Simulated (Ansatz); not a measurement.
CH₈GaN⁺, that is Ga(NH2Me)H3 with one electron fewer. Total charge 1; doublet. Geometry PBE-D4/def2-SVP.

Cartesian coordinates in Å:
```
Ga 0.386 -0.804 -1.287
N -0.443 0.558 0.004
C 0.213 0.588 1.353
H -1.456 0.379 0.113
H -0.387 1.499 -0.423
H -0.251 1.361 1.995
H 0.103 -0.400 1.838
H 1.289 0.815 1.232
H -0.472 -2.210 -1.005
H 1.888 -0.546 -1.523
H -0.869 -1.241 -2.295
```

(1) Estimate the α-spin orbital energies around the gap (eV) in Ansatz with PBE-D4/def2-TZVP, PBE0-D4/def2-TZVP.

## Answers

(1) 
```csv
orbital,PBE-D4/def2-TZVP,PBE0-D4/def2-TZVP
HOMO−5,-16.98,-18.60
HOMO−4,-15.79,-17.37
HOMO−3,-14.63,-16.16
HOMO−2,-13.93,-15.33
HOMO−1,-13.28,-14.59
HOMO,-11.75,-13.04
LUMO,-6.04,-5.11
LUMO+1,-5.40,-4.58
LUMO+2,-5.39,-4.43
LUMO+3,-4.02,-3.11
LUMO+4,-3.54,-2.63
LUMO+5,-3.23,-2.30
β HOMO,-13.25,-14.51
β LUMO,-10.11,-9.11
```
